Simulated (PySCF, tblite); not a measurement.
Bond stretch in AsH, triplet.

Levels of theory: GFN2-xTB, 300 K electronic temperature (tblite); UCCSD(T) = CCSD(T) on UHF/cc-pVDZ, 9 core orbitals frozen run with PySCF 2.14.0.

Energies relative to the lowest point of each curve near equilibrium, in kcal/mol; the last columns give the difference from UCCSD(T):

| R / Å | GFN2-xTB | UCCSD(T) | GFN2-xTB − UCCSD(T) |
|---|---|---|---|
| 1.16 | 49.3 | 53.2 | -3.9 |
| 1.22 | 27.9 | 33.8 | -5.9 |
| 1.31 | 10.2 | 14.8 | -4.6 |
| 1.36 | 5.1 | 8.3 | -3.2 |
| 1.45 | 0.7 | 1.7 | -1.1 |
| 1.47 | 0.3 | 1.0 | -0.7 |
| 1.53 | 0.0 | 0.0 | 0.0 |
| 1.58 | 0.5 | 0.3 | 0.2 |
| 1.61 | 1.1 | 0.9 | 0.2 |
| 1.68 | 3.0 | 3.1 | -0.2 |
| 1.76 | 5.8 | 6.9 | -1.1 |
| 1.90 | 11.9 | 15.0 | -3.0 |
| 2.06 | 20.1 | 25.0 | -4.9 |
| 2.30 | 33.4 | 38.7 | -5.3 |
| 2.54 | 46.2 | 48.8 | -2.5 |
| 2.74 | 55.6 | 53.9 | 1.7 |
| 3.05 | 67.5 | 57.6 | 9.8 |
| 3.38 | 76.5 | 58.9 | 17.5 |
| 3.76 | 82.8 | 59.4 | 23.4 |
| 4.17 | 86.0 | 59.6 | 26.4 |
| 4.60 | 87.3 | 59.6 | 27.7 |
| 5.36 | — | 59.7 | — |
| 6.19 | — | 59.7 | — |

GFN2-xTB is furthest from UCCSD(T) at 4.60 (27.7 kcal/mol, above); its mean absolute difference over the points is 6.8 kcal/mol.

A dash means that the run gave no value there, or that the column was ended at a point which the program doubted or which failed a test of continuity chosen for this set; such a test can also cut sound points.

The unrestricted determinant behind UCCSD(T) is spin-contaminated at 2.06 to 6.19 Å (<S²> up to 3.0, against 2.00 for a pure triplet).
